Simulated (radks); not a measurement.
The mean radii <r> (bohr) of the occupied orbitals of an atom or ion are listed with their occupations. Method: scalar-relativistic Kohn-Sham, PBEsol, spin-polarised, spherical densities, finite nucleus; Fermi nuclear charge, rms radius of each element as measured or else 0.836 A^(1/3) + 0.57 fm; computed with a radial shooting solver on a logarithmic mesh with Libxc functionals.

| orbital | occ. | <r> |
|---|---|---|
| 1s up | 1 | 0.03518 |
| 1s down | 1 | 0.03518 |
| 2s up | 1 | 0.1538 |
| 2s down | 1 | 0.1538 |
| 2p up | 3 | 0.1340 |
| 2p down | 3 | 0.1340 |
| 3s up | 1 | 0.4292 |
| 3s down | 1 | 0.4292 |
| 3p up | 3 | 0.4309 |
| 3p down | 3 | 0.4308 |
| 3d up | 5 | 0.4155 |
| 3d down | 5 | 0.4153 |
| 4s up | 1 | 1.107 |
| 4s down | 1 | 1.100 |
| 4p up | 3 | 1.234 |
| 4p down | 3 | 1.223 |
| 4d up | 4 | 1.785 |
| 5s up | 1 | 3.054 |

Name the element and its charge. Open shells, if any, are filled with parallel spins first.

Answer. Z = 42, molybdenum, charge +1: Mo+ in [Kr] 4d4 5s1. The 1s radius gives Z: for a bare nucleus <r> = (2 gamma + 1)/(2Z) with gamma = sqrt(1 - (Z/c)^2), 0.03457 bohr for Z = 42, and screening makes it slightly larger (0.03518 here). The occupations add up to 41, and the charge is Z minus that.
